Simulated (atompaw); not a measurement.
u(r) = r·R(r): atom against pseudo-atom (samarium (Sm))

Columns: radius, all-electron u(r) and pseudo u(r) of the 5s shell (level -44.98 eV) of samarium in the configuration [Kr] 4d10 4f5.5 5s2 5p6 5d0.5 6s2 6p0; PBE, scalar-relativistic, PAW (atompaw) scheme, atompaw 4.2.0.5.

```tsv
r (bohr)	all-electron	pseudo
0.115	0.0396	0.1949
0.231	0.2783	0.3848
0.346	-0.2896	0.5601
0.462	-0.5379	0.7180
0.577	-0.3511	0.8510
0.692	0.0255	0.9569
0.808	0.4057	1.0340
0.923	0.6973	1.0800
1.038	0.8848	1.0962
1.154	0.9801	1.0843
1.269	1.0024	1.0478
1.385	0.9737	0.9901
1.500	0.9127	0.9173
1.615	0.8334	0.8342
1.731	0.7453	0.7454
1.846	0.6569	0.6569
1.962	0.5713	0.5713
2.077	0.4927	0.4927
2.192	0.4216	0.4216
2.308	0.3579	0.3579
2.423	0.3026	0.3026
2.538	0.2548	0.2548
2.654	0.2134	0.2134
2.769	0.1784	0.1784
2.885	0.1486	0.1486
3.000	0.1236	0.1236
```

(1) How many radial nodes do the two functions have?

(2) At about which radius was the pseudo-wave matched?

(3) Where does each function peak?

(4) Is the pseudo-wave norm-conserving?

Results:

(1) The all-electron 5s function has n − l − 1 = 4 (the table is too coarse to show those close to the nucleus); the pseudo-wave has 0, since the states of the same l below it are removed with the core.

(2) 1.90 bohr. The columns agree to 0.0005 from 1.73 bohr on; several derivatives are matched, so the curves merge somewhat inside the radius.

(3) Outermost all-electron maximum near 1.27 bohr, pseudo maximum near 1.04 bohr (to the table’s step).

(4) No, it belongs to a PAW set: the norm inside the radius is not constrained, and the difference is carried by the augmentation charge.
